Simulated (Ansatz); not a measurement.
The cluster TiS2, relaxed as a singlet with RKS PBE0-D4/def2-TZVP in Ansatz, starting from the GFN2-xTB geometry. Force threshold 0.02 eV/Å.

The restricted singlet is unstable towards broken spin symmetry in Hartree–Fock (as tested in another run); at PBE0-D4/def2-TZVP this wasn't settled. The relaxation made no stability test and no search for a lower SCF solution. No other spin state of charge 0 was run. Another isomer (singlet) lies 1.82 eV lower at PBE0-D4/def2-TZVP; other spin states weren't run for this one.

Start:

Cartesian coordinates in Å:
```
Ti -1.031 1.634 -0.118
S 1.304 -0.355 -0.368
S -0.273 -1.279 0.486
```

```tsv
step	energy (eV)	largest force component (eV/Å)	SCF passes
1	-44769.1565	3.418	57
2	-44770.3943	4.132	77
3	-44771.7305	3.928	52
4	-44772.6455	1.156	41
5	-44772.6938	0.608	38
6	-44772.7028	0.028	37
7	-44772.7029	0.001	26
```

Force components are those of the run's own axes.

End:

```xyz
3

Ti   -0.6927    1.1018   -0.0802
S     1.1538   -0.0752   -0.3982
S    -0.4611   -1.0267    0.4785
```

By distances, no bond broke or formed. The bond that changes most is Ti1–S2, from 3.08 to 2.21 Å (atoms count from 1).

No frequencies were taken in this run, so the end may be a saddle point.

Run time 11 s (4 threads of Arm Neoverse V1 on a shared host).
